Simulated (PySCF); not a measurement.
Some computed properties have been withheld. Give your best values.

C7H14N2Si.
SMILES: `Cc1cnn([Si](C)(C)C)c1`

Conformer (atom-mapped SMILES and torsion angles): `[CH3:1][c:2]1[cH:3][n:4][n:5]([Si:6]([CH3:7])([CH3:8])[CH3:9])[cH:10]1`: N4–N5–Si6–C7 153°.

```tsv
property	level	value
point group of the GFN2-xTB geometry	GFN2-xTB	?
rotational constants A, B, C of the GFN2-xTB geometry	GFN2-xTB	?
dipole moment	PBE0/pcSseg-1	2.07 D
HOMO energy	PBE0/pcSseg-1	?
LUMO energy	PBE0/pcSseg-1	?
13C chemical shifts (computed TMS as zero) by class	GIAO PBE0/pcSseg-1	147.5 (1 C), 135.3 (1 C), 123.1 (1 C), 11.2 (1 C), 0.1 (3 C) ppm
1H chemical shifts (computed TMS as zero) by class	GIAO PBE0/pcSseg-1	7.69 (1 H), 7.27 (1 H), 2.30 (3 H), 0.40 (9 H) ppm
isotropic shieldings of nuclei other than C and H, by class	GIAO PBE0/pcSseg-1	-88 (1 N), 27 (1 N), 337 (1 Si) ppm
```

Gas-phase values; electronic properties from PySCF, density fitting. Geometry: GFN2-xTB; no solvent or vibrations. NMR classes are plain means over equivalent atoms (diastereotopic ones count apart unless rotation or inversion swaps them), as if these changed places fast; in this geometry the members of some classes differ.

(1) Give the rotational constants A, B, C of the GFN2-xTB geometry.

(2) What is the LUMO energy?

(3) Give the HOMO energy.

(4) What is the point group of the GFN2-xTB geometry?

## Answers

(1) 2.111, 0.687, 0.628 GHz.

(2) 0.61 eV.

(3) -6.65 eV.

(4) C1.

With B = h/(8π²I), that is 505.379 GHz u Å² over I, the principal moments of inertia are 239.4, 735.5 and 804.4 u Å² (most abundant isotopes); the inertial defect Ic − Ia − Ib is -170.5 u Å² (zero for a rigid planar frame, negative otherwise). The dipole matches unit charges of opposite sign 0.43 Å apart (1 e·Å = 4.8032 D). The rotational constants make it an asymmetric top with κ = (2B − A − C)/(A − C) = -0.92, nearer the prolate limit (−1).
